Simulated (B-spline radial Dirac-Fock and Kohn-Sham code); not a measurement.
Method: Dirac-Fock (average of configuration) total-energy differences with a finite nucleus, the Breit interaction including its frequency dependence, and self-energy and vacuum-polarisation corrections. Computed with a radial B-spline solver. K edges are those of the screened (neutral excited atom) model, which lie within a few eV to tens of eV of tabulated edges.

An X-ray tube with a lanthanum target emits Kα1 at 33439.3 eV and Kβ1 at 37795.7 eV. K edges of lighter neighbours: Te 31811.5 eV, I 33164.9 eV, Xe 34560.0 eV, Cs 35984.4 eV, Ba 37443.2 eV.

Problem. Which of these can serve as a Kβ filter, and which fluoresce under Kα1?

Solution. A Kβ filter needs its edge between the two lines: Xe, Cs, Ba. Kα1 lies above the K edges of Te, I, which therefore fluoresce.
